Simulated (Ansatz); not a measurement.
C3H9GaO, relaxed with RKS PBE-D4/def2-SVP in Ansatz from a rough embedded geometry. The force threshold is 0.03 eV/Å; the program also tests the step.

The species carries charge 0 and has multiplicity 1. The bonds changed during the relaxation, so this is another structure than the one it started from.

Start:

```xyz
14

C    -0.817   -1.325   -1.479
O    -1.717   -0.503   -0.957
Ga   -0.831    1.022   -0.012
C    -0.220    0.309    1.969
C     1.446    1.117   -0.038
H    -1.265   -2.202   -2.009
H    -0.125   -1.741   -0.674
H    -0.125   -0.785   -2.200
H    -0.337   -0.821    1.865
H     0.199    0.567    2.886
H    -1.208    0.744    1.755
H     0.784    1.565   -0.836
H     2.243    1.843    0.206
H     1.974    0.213   -0.474
```

(1) How much energy does the relaxation release, and in how many steps? (Estimate.)

(2) Which bonds change most? (Estimate.)

(3) Give the relaxed structure. (Best estimate.)

## Answers

(1) Computed: 592.83 kJ/mol, in 23 steps, 1 of them rejected.

(2) Computed: C4–C5 from 2.731 to 1.528 Å; O2–Ga3 from 2.001 to 1.810 Å; C4–H10 from 1.040 to 1.110 Å; C1–O2 from 1.326 to 1.393 Å.

(3) Ansatz gave: 
```xyz
14

C    -0.755   -1.329   -1.607
O    -1.607   -0.281   -1.266
Ga   -2.599    1.046   -0.537
C     0.331    0.478    1.625
C     1.290    0.892    0.510
H    -1.322   -2.206   -1.996
H    -0.156   -1.681   -0.732
H    -0.029   -1.024   -2.399
H    -0.243   -0.431    1.350
H     0.867    0.259    2.572
H    -0.408    1.278    1.849
H     0.743    1.098   -0.434
H     1.859    1.807    0.775
H     2.030    0.095    0.290
```
